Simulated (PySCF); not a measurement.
**Solvent effects on NMR parameters**

Atoms are numbered as in `[CH3:1][O:2][C:3]([F:4])([F:5])[CH:6]([F:7])[F:8]`; H(Xn) means a hydrogen on atom n.

GIAO PBE0/pcSseg-1 in PySCF 2.14.0 with density-fitted response routines on one PBE0-D3(BJ)/def2-SVP conformer, non-relativistic, equivalent nuclei averaged. Solvents enter as an IEF-PCM continuum (chloroform with ε = 4.7, acetonitrile with ε = 35.7) around the gas-phase geometry. Shifts are referred to TMS, CFCl3 computed in the same medium.

Gas phase, δ in ppm: C3 121.4, C6 112.5, C1 49.0, F4/F5 -119.1, F7/F8 -153.2, H(C6) 5.41, H(C1) 3.66. Dipole moment 2.73 D.

Question: How does each δ change in the continuum?

Answer: 
```csv
atoms,environment,"Δδ, chloroform","Δδ, acetonitrile"
C3,fully substituted sp3 carbon bonded to 2 F and O,+1.0,+1.4
C6,sp3 CH bonded to 2 F,+0.9,+1.3
C1,methyl carbon bonded to O,+1.2,+1.6
F4/F5,fluorine of a CF2 group,+1.0,+1.3
F7/F8,fluorine of a CF2 group,-2.0,-2.7
H(C6),hydrogen on an sp3 CH bonded to 2 F,+0.25,+0.36
H(C1),hydrogen on a methyl carbon bonded to O,+0.12,+0.16
```

Changes are relative to the gas phase. The dipole moment becomes 3.08 D in chloroform, 3.20 D in acetonitrile.

Question: Which nuclei move most (in ppm), and what does the model miss?

Answer: F7/F8 (fluorine of a CF2 group, -2.7 ppm) in acetonitrile. A continuum only polarises the solute; specific hydrogen bonds, the anisotropy of aromatic solvents and changes of geometry or conformer are outside it.
